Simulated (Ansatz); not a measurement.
Results of the Gaussian-basis code of Ansatz.

Basis-set series for C2HClF2Sn (`C#[C][Sn]([F])([F])[Cl]`). The species carries charge 0 and has multiplicity 1. Sn: def2 effective core potential. All single points use the PBE0-D4/def2-TZVP geometry.

```xyz
7

C    -1.894    0.877    0.701
C    -0.866    0.402    0.295
Sn    0.885   -0.407   -0.364
F     1.849    0.843   -1.406
F     0.553   -1.846   -1.546
Cl    2.282   -1.166    1.265
H    -2.808    1.298    1.056
```

```
functional       basis  functions  energy (Eh)  HOMO (eV)  LUMO (eV)
   PBE0-D4    def2-SVP        105   -950.22393      -9.43      -1.96
   PBE0-D4  def2-TZVPP        230   -950.74474      -9.48      -2.16
   ωB97M-V    def2-SVP        105   -950.50952     -11.68       0.27
   ωB97M-V  def2-TZVPP        230   -951.03673     -11.76      -0.01
```

(1) Give the rows for def2-QZVPP. (Best estimate.)

Answers

(1) The calculation gave: 
```tsv
functional	basis	functions	energy (Eh)	HOMO (eV)	LUMO (eV)
PBE0-D4	def2-QZVPP	410	-950.77721	-9.48	-2.19
ωB97M-V	def2-QZVPP	410	-951.06717	-11.76	-0.13
```
